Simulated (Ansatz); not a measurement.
Consider the homolysis of the Al–O bond: `[OH][Al]([SH])[Cl]` → `[SH][Al][Cl]`• + `[OH]`•.

Program: Ansatz. Geometries: PBE0-D4/def2-TZVP. ΔE: electronic, gas phase. CCSD(T)/CBS is the MP2 limit (def2-TZVPP, def2-QZVPP) plus CCSD(T) − MP2 in def2-TZVPP, frozen cores. This one scheme is used for every species. Open shells (•) are unrestricted, without spin–orbit coupling. Each species was taken in one conformer, which may not be the lowest.

`[OH][Al]([SH])[Cl]`:

```xyz
6

O    -0.749    0.570   -1.480
Al   -0.122   -0.027   -0.040
S     1.908    0.509    0.472
Cl   -1.255   -1.248    1.225
H    -1.633    0.390   -1.794
H     1.850   -0.195    1.617
```

`[SH][Al][Cl]`•:

Cartesian coordinates in Å:
```
S 0.418 -0.997 -0.748
Al -0.055 0.709 0.547
Cl -2.105 1.149 0.757
H 1.742 -0.861 -0.556
```

`[OH]`•:

Z-matrix (Å, degrees):
```
O
H 1 0.973
```

```tsv
level	ΔE (kcal/mol)
HF/def2-SVP	95.9
MP2/def2-TZVPP	135.2
CCSD/def2-TZVPP	126.1
MP2/def2-QZVPP	137.3
```

Q: What does CCSD(T)/CBS give? (Estimate.)

A: The calculation gave: +131.6 kcal/mol. The listed levels differ from it by -35.7, 3.6, -5.5, 5.7 kcal/mol.

Largest T1 diagnostic among the species: 0.014.

The D4 term adds +1.3 kcal/mol with B3LYP and +0.8 kcal/mol with PBE0; it sums over pairs of atoms, weighted by their polarisabilities, and B3LYP, whose exchange is more repulsive, gets the larger term. From PBE to PBE0 (25 % exact exchange), in def2-TZVPP and without D4, ΔE moves by −1.5 kcal/mol: exact exchange takes away binding that semilocal exchange gives to molecules.

B3LYP here is the variant with VWN-RPA as its local correlation; programs differ in this.
